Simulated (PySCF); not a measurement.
Job file and geometry (Å, from GFN2-xTB) of an NMR shielding run on `O=C1C=CN1CB(O)O`, C₄H₆BNO₃, PySCF 2.14.0, density-fitted response routines, GIAO PBE0/pcSseg-1 NMR shielding, non-relativistic, gas phase; density fitting, a coarse starting grid and PySCF grid level 2 are the driver's defaults:

```
$ OMP_NUM_THREADS=1 python probes_run.py task.json out

{"job": {"kind": "nmr", "xc": "PBE0", "basis": "pcSseg-1"}, "charge": 0, "multiplicity": 1}
O      1.548459    -1.885367     0.418959
C      1.614375    -0.743759     0.088383
C      2.308613     0.512768     0.489567
C      1.372662     1.168424    -0.219923
N      0.798978     0.016316    -0.826079
C     -0.628313    -0.223910    -0.984563
B     -1.463570    -0.149364     0.394288
O     -2.638769    -0.796607     0.594840
O     -0.969307     0.609293     1.390931
H      3.167387     0.759721     1.072839
H      1.063534     2.183307    -0.379079
H     -0.720666    -1.206289    -1.457429
H     -0.998038     0.511198    -1.707337
H     -2.964050    -1.350771    -0.111802
H     -1.495709     0.603028     2.191871
```

Problem. What does the program print?

Solution. 
```
coarse grid: 13472 points
cycle   1  E = -460.4784487294  dE =  1.770e+00  |g| = 1.121e+00  |ddm| = 3.568e+00
cycle   2  E = -459.9713643743  dE =  5.071e-01  |g| = 1.982e+00  |ddm| = 2.355e+00
cycle   3  E = -460.6873343652  dE = -7.160e-01  |g| = 3.594e-01  |ddm| = 1.842e+00
cycle   4  E = -460.7124717633  dE = -2.514e-02  |g| = 8.531e-02  |ddm| = 3.260e-01
cycle   5  E = -460.7136045309  dE = -1.133e-03  |g| = 2.774e-02  |ddm| = 6.684e-02
cycle   6  E = -460.7137593345  dE = -1.548e-04  |g| = 9.574e-03  |ddm| = 2.694e-02
cycle   7  E = -460.7137784311  dE = -1.910e-05  |g| = 3.584e-03  |ddm| = 1.028e-02
cycle   8  E = -460.7137811393  dE = -2.708e-06  |g| = 7.438e-04  |ddm| = 3.120e-03
final grid: 132888 points
cycle   9  E = -460.7935498434  dE = -2.650e-05  |g| = 1.403e-02  |ddm| = 3.156e-02
cycle  10  E = -460.7934463506  dE =  1.035e-04  |g| = 2.717e-02  |ddm| = 3.005e-02
cycle  11  E = -460.7935870994  dE = -1.407e-04  |g| = 2.837e-03  |ddm| = 2.110e-02
cycle  12  E = -460.7935886528  dE = -1.553e-06  |g| = 3.434e-04  |ddm| = 2.004e-03
cycle  13  E = -460.7935886696  dE = -1.676e-08  |g| = 1.597e-04  |ddm| = 3.430e-04
cycle  14  E = -460.7935886747  dE = -5.146e-09  |g| = 5.154e-05  |ddm| = 1.630e-04
cycle  15  E = -460.7935886753  dE = -5.941e-10  |g| = 1.575e-05  |ddm| = 5.467e-05
converged SCF energy = -460.7935886753

GIAO shielding tensors (ppm)
atom      isotropic    diamagn.    paramagn.     s11        s22        s33       span
  0 O     -137.406     400.807    -538.213   -484.872   -242.404    315.059    799.932
  1 C       10.208     248.861    -238.653    -89.305     38.448     81.482    170.787
  2 C       77.744     261.803    -184.059     -4.614    109.048    128.798    133.412
  3 C        8.817     255.611    -246.793   -122.336     14.804    133.983    256.319
  4 N      136.795     325.743    -188.948     98.668    131.892    179.824     81.156
  5 C      152.947     252.968    -100.021    126.794    147.726    184.319     57.525
  6 B       72.260     194.482    -122.222     57.925     64.973     93.883     35.958
  7 O      209.528     385.681    -176.153     94.417    264.601    269.566    175.149
  8 O      214.475     390.018    -175.544    118.018    243.078    282.329    164.311
  9 H       26.826      32.347      -5.521     24.585     25.836     30.057      5.472
 10 H       23.726      31.584      -7.857     19.430     25.002     26.747      7.317
 11 H       29.075      32.461      -3.387     24.642     28.672     33.909      9.267
 12 H       29.251      31.230      -1.978     25.107     28.642     34.004      8.897
 13 H       27.624      31.555      -3.931     21.914     24.323     36.635     14.721
 14 H       27.477      30.335      -2.858     21.943     22.974     37.516     15.573
```

Size and cost of the density-fitted run: 183 basis functions, 39 s wall time on 1 thread of an Arm Neoverse V1, shared host; peak memory 0.82 GiB.
